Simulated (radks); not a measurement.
Results of a calculation; reference values are marked as such.
Neutral neodymium inside a hard spherical wall (all orbitals vanish at R), configuration held at [Xe] 4f4 6s2 and not refilled when levels cross. Code: a radial shooting solver on a logarithmic mesh with Libxc functionals. Model: scalar-relativistic Kohn-Sham, PBE, spin-polarised, spherical densities, finite nucleus; open shells are filled with parallel spins first (spin-orbit coupling, left out, can overturn this in heavy ions); Fermi nuclear charge, rms radius 4.9123 fm. Eigenvalues in eV for spin up, with the zero of energy where the potential of the charges vanishes at infinity; a dash marks a level that is unbound or too diffuse for the functional's potential to be trusted. A positive occupied level is held by the wall or, in an anion where self-interaction has pushed it up, behind a barrier. The pressure on the wall is -dE/dV.

| R (bohr) | E (hartree) | kinetic (hartree) | e(5s) | e(5p) | e(6s) | e(4f) | e(5d, empty) | e(6p, empty) | pressure (GPa) |
|---|---|---|---|---|---|---|---|---|---|
| free | -9623.5531 | 10241.392 | -41.110 | -22.591 | -3.572 | -2.556 | -2.090 | -1.261 | 0 |
| 20 | -9623.5531 | 10241.392 | -41.110 | -22.591 | -3.572 | -2.556 | -2.090 | -1.260 | < 0.0001 |
| 4 | -9622.4222 | 10245.783 | -32.468 | -14.312 | 14.173 | 6.834 | 8.085 | 24.024 | 198 |
| 3.5 | -9621.4159 | 10249.556 | -28.422 | -10.178 | 26.566 | 11.734 | 13.924 | 39.462 | 552 |
| 3 | -9619.1510 | 10257.710 | -21.166 | -2.238 | 50.916 | 20.521 | 25.042 | 68.171 | 1770 |
| 2.5 | -9613.4924 | 10276.615 | -6.409 | 14.846 | 102.36 | 36.907 | 48.342 | 125.97 | 6670 |
| 2 | -9597.2971 | 10326.505 | 30.362 | 58.098 | 222.81 | 69.683 | 104.20 | 256.04 | 32100 |
